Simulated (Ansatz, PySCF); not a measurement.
Reaction R1 → P1, each structure at its B3LYP-D3(BJ)/def2-TZVP stationary point, reached from a drawn start; harmonic modes at that level show minima.
R1, C2H3N (SMILES CC#N) (charge 0, multiplicity 1):
```xyz
6

C     -0.4885     0.0037    -0.0081
C      0.9657    -0.0074     0.0159
N      2.1148    -0.0162     0.0350
H     -0.8587    -0.7598    -0.6926
H     -0.8821    -0.1975     0.9885
H     -0.8512     0.9772    -0.3388
```
P1, C2H3N (SMILES [C-]#[N+]C) (charge 0, multiplicity 1):
| atom | x (Å) | y (Å) | z (Å) |
|---|---|---|---|
| C | -0.4821 | 0.0077 | -0.0106 |
| N | 0.9354 | -0.0149 | 0.0206 |
| C | 2.0994 | -0.0334 | 0.0462 |
| H | -0.8457 | -0.6917 | -0.7631 |
| H | -0.8772 | -0.2783 | 0.9638 |
| H | -0.8298 | 1.0106 | -0.2570 |

P less R. No zero-point or thermal terms.

Correlated levels freeze the cores.

Programs: Ansatz (Gaussian orbitals); PySCF for the D3/D4 terms. All values are computed, each at the level named.

Problem. Estimate the reaction energy that PBE0-D3(BJ)/def2-TZVPP returns for this input.

Solution. 24.1 kcal/mol

Problem. Estimate the reaction energy that wB97X-V/def2-TZVPP returns for this input.

Solution. 22.9 kcal/mol

Problem. What is the computed reaction energy (SCS-MP2/cc-pVQZ)?

Solution. 25.7 kcal/mol

Ansatz is a first-principles code.
